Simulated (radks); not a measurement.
Values are calculated unless marked as measured or tabulated.
Polarisability of the indium ion In3+, [Kr] 4d10, at imaginary frequency. Level of theory: non-relativistic Kohn-Sham, LDA (Slater exchange, Perdew-Wang correlation), spin-polarised, spherical densities, point nucleus; relativity is left out, which matters for an element this heavy (a radial shooting solver on a logarithmic mesh with Libxc functionals). Response by self-consistent Sternheimer equations with the Hartree and adiabatic LDA kernel.

| w (hartree) | alpha1(iw) (bohr^3) | alpha2(iw) (bohr^5) |
|---|---|---|
| 0.00266 | 3.369 | 9.010 |
| 0.0143 | 3.369 | 9.008 |
| 0.0360 | 3.367 | 8.996 |
| 0.0697 | 3.361 | 8.957 |
| 0.118 | 3.346 | 8.859 |
| 0.186 | 3.311 | 8.651 |
| 0.280 | 3.242 | 8.262 |
| 0.413 | 3.111 | 7.623 |
| 0.605 | 2.883 | 6.716 |
| 0.892 | 2.521 | 5.607 |
| 1.35 | 2.012 | 4.382 |
| 2.12 | 1.386 | 3.082 |
| 3.59 | 0.7540 | 1.784 |
| 6.94 | 0.2876 | 0.7155 |
| 17.5 | 0.06665 | 0.1438 |

Static values: alpha1 = 3.369 bohr^3 (0.4993 angstrom^3; uncoupled 5.009), alpha2 = 9.010 bohr^5, alpha3 = 34.15 bohr^7. C6 = 14.73, C8 = 174.1, triple-dipole C9 = 35.05 atomic units. One-pole (London) frequency 4 C6 / (3 alpha1^2) = 1.730 hartree, against 1.790 for minus the highest occupied eigenvalue. The dipole shielding factor is 0.939, as the force sum rule N/Z = 0.939 demands.
